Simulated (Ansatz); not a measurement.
A nudged elastic band was laid between two geometries of BH6N3 (10 atoms, charge 0, multiplicity 1).

These are results of RKS LDA/def2-SVP in Ansatz, not measurements.

| Quantity | Value |
| --- | --- |
| movable images | 5 |
| climbing image | yes |
| spring | 5.0 eV/Å² |
| optimiser | quadratic models (default) |
| start path | through a guess of the saddle point |
| force threshold | 0.05 eV/Å |
| iteration limit | 60 |
| end points | relaxed |

Image 0:

```xyz
10
Properties=species:S:1:pos:R:3
N -1.141 0.394 -0.743
B 0.008 -0.005 0.001
N 0.291 -1.390 0.185
N 0.873 0.980 0.559
H -1.673 -0.248 -1.328
H -1.499 1.348 -0.740
H -0.387 -2.125 -0.008
H 1.186 -1.732 0.530
H 0.839 1.963 0.291
H 1.585 0.763 1.255
```

Image 6:

```xyz
10
Properties=species:S:1:pos:R:3
N -1.073 0.387 -0.843
B 0.008 -0.006 -0.001
N 0.219 -1.386 0.284
N 0.875 0.979 0.555
H -1.172 1.330 -1.215
H -1.844 -0.235 -1.079
H 0.859 -1.712 1.007
H -0.212 -2.134 -0.256
H 0.658 1.975 0.551
H 1.763 0.751 0.999
```

Question: What changes between the two ends?

Answer: No bond is made or broken.  The two ends are copies of one structure, up to a mirror image or an exchange of like atoms.

Question: What energy profile does the band end with?

Answer: The run converged. The highest image is number 1 of 0 to 6, 28.7 kJ/mol above the ends, which have the same energy within 2 meV. The profile has 2 maxima (images 1, 5) with wells between them (image 3): this band takes more than one step, which may be the mechanism or a detour left from its start path. A vibrational analysis at the climbing image gives one clearly imaginary mode, 316i cm⁻¹: a first-order saddle point.

```tsv
image	path coordinate (Å)	energy (kJ/mol)
0	0.00	0.0
1	1.54	28.7
2	2.63	6.6
3	3.72	0.3
4	4.81	20.4
5	5.91	22.8
6	7.00	0.0
```

Question: What is the geometry of the highest image?

Answer: 
```xyz
10
Properties=species:S:1:pos:R:3
N -1.074 0.449 -0.901
B -0.047 -0.010 -0.048
N 0.140 -1.469 0.040
N 0.761 0.898 0.685
H -1.629 -0.241 -1.408
H -1.327 1.423 -1.069
H 0.013 -1.824 0.997
H 1.080 -1.763 -0.254
H 0.664 1.914 0.655
H 1.502 0.572 1.304
```

Run time: 68 s on 2 threads of Arm Neoverse V1 (shared host), peak memory 0.12 GiB.
